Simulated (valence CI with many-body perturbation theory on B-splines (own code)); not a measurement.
Values are calculated unless marked as measured or tabulated.
# From CI to CI+MBPT in Ru V

Method: configuration interaction combined with many-body perturbation theory (CI+MBPT): four valence electrons over a frozen Dirac-Fock core [Kr], radial functions for each j: 9 s, 9 p, 10 d, 8 f, 5 g, 3 h, 1 i, with the one-electron correlation potential Σ1 (screened to all orders), the two-electron term Σ2, the three-electron term Σ3, Breit, model QED; selected single and double excitations, second order for the rest, scaled by the run's own slope (own B-spline code, finite nucleus).

No measured levels were compared; by estimate terms of the open shell hold to 2 to 4 % of their energy, and close levels can change places; different configurations can be misplaced against each other by 1,000 to 8,000 cm⁻¹. Core correlation moves these levels by up to 16000 cm⁻¹, and in measured spectra 5 to 20 % of such shifts remained as error; rates that hang on mixing are uncertain with them. Among the levels kept, up to 310 cm⁻¹ of a level comes from second order outside the variational space, and about a tenth of that is noise between levels of different J, which matters for small intervals. Only levels of the ground parity were solved; by the run's estimate the other parity begins above the list, which can be wrong where configurations are misplaced.

Each rung adds one term. CI alone is the Dirac-Coulomb CI over the frozen core; QED comes last and gives the full result, which names the levels. Energies are above 4d⁴ ⁵D_0 on the same rung, in cm⁻¹.

Names give the largest LS component (configuration and term), which can be under half, so a name can repeat, a term be missing and a line seem to break the LS rules; names also repeat where a configuration has a term twice. Letters in brackets count levels of one name in rising energy.

| Level | CI alone | + Σ1 | + Σ2 | + Σ3 | + Breit | Full |
| --- | --- | --- | --- | --- | --- | --- |
| 4d⁴ ⁵D_1 | 465 | 517 | 536 | 538 | 506 | 508 |
| 4d⁴ ⁵D_2 | 1237 | 1361 | 1417 | 1420 | 1344 | 1350 |
| 4d⁴ ⁵D_3 | 2199 | 2399 | 2509 | 2510 | 2385 | 2395 |
| 4d⁴ ⁵D_4 | 3283 | 3555 | 3734 | 3735 | 3558 | 3571 |
| 4d⁴ ³P_0 [a] | 15097 | 15282 | 16776 | 16760 | 16805 | 16804 |
| 4d⁴ ³H_4 | 18275 | 18606 | 17029 | 16904 | 16853 | 16857 |
| 4d⁴ ³H_5 | 19476 | 19939 | 18247 | 18151 | 18026 | 18035 |
| 4d⁴ ³H_6 | 20408 | 20945 | 19243 | 19150 | 18971 | 18982 |
| 4d⁴ ³P_1 [a] | 17339 | 17718 | 19270 | 19352 | 19288 | 19296 |
| 4d⁴ ³F_3 [a] | 19887 | 20293 | 20031 | 19848 | 19787 | 19793 |
| 4d⁴ ³F_2 [a] | 19801 | 20220 | 20486 | 20356 | 20270 | 20279 |
| 4d⁴ ³F_4 [a] | 20626 | 21136 | 20883 | 20724 | 20599 | 20609 |
| 4d⁴ ³P_2 [a] | 20489 | 21081 | 22658 | 22750 | 22576 | 22592 |
| 4d⁴ ³G_3 | 23244 | 23805 | 23103 | 22913 | 22751 | 22766 |
| 4d⁴ ³G_4 | 23857 | 24416 | 23515 | 23253 | 23089 | 23103 |
| 4d⁴ ³G_5 | 24756 | 25414 | 24287 | 24064 | 23842 | 23859 |
| 4d⁴ ¹I_6 | 29249 | 29954 | 27412 | 27157 | 26958 | 26972 |
| 4d⁴ ³D_3 | 28128 | 28654 | 28132 | 27717 | 27601 | 27612 |
| 4d⁴ ³D_2 | 28168 | 28703 | 28482 | 28137 | 28000 | 28013 |
| 4d⁴ ³D_1 | 28872 | 29477 | 29092 | 28668 | 28521 | 28536 |
| 4d⁴ ¹G_4 [a] | 29745 | 30510 | 30531 | 29762 | 29534 | 29554 |
| 4d⁴ ¹S_0 [a] | 32042 | 32692 | 34738 | 33291 | 33123 | 33140 |
| 4d⁴ ¹D_2 [a] | 33227 | 34009 | 34565 | 35067 | 34903 | 34920 |
| 4d⁴ ¹F_3 | 38849 | 39591 | 38643 | 38615 | 38478 | 38492 |
| 4d⁴ ³P_2 [b] | 43846 | 44552 | 44838 | 44800 | 44694 | 44707 |
| 4d⁴ ³F_4 [b] | 45085 | 45848 | 45769 | 45616 | 45471 | 45485 |
| 4d⁴ ³F_2 [b] | 45405 | 46221 | 45965 | 45834 | 45687 | 45703 |
| 4d⁴ ³F_3 [b] | 45720 | 46571 | 46397 | 46258 | 46086 | 46103 |
| 4d⁴ ³P_1 [b] | 46022 | 46892 | 47210 | 47198 | 47026 | 47045 |
| 4d⁴ ³P_0 [b] | 47162 | 48114 | 48501 | 48460 | 48247 | 48269 |
| 4d⁴ ¹G_4 [b] | 51494 | 52436 | 51654 | 51624 | 51458 | 51475 |

Question: How does the ionisation energy move along the ladder, and which term matters most?

Answer: CI alone 57.631, + Σ1 59.053, + Σ2 60.084, + Σ3 60.067, + Breit 60.076, + QED 60.081 eV. The largest step is Σ1, 1.423 eV. NIST lists 59 ± 1.9 eV (theoretical).
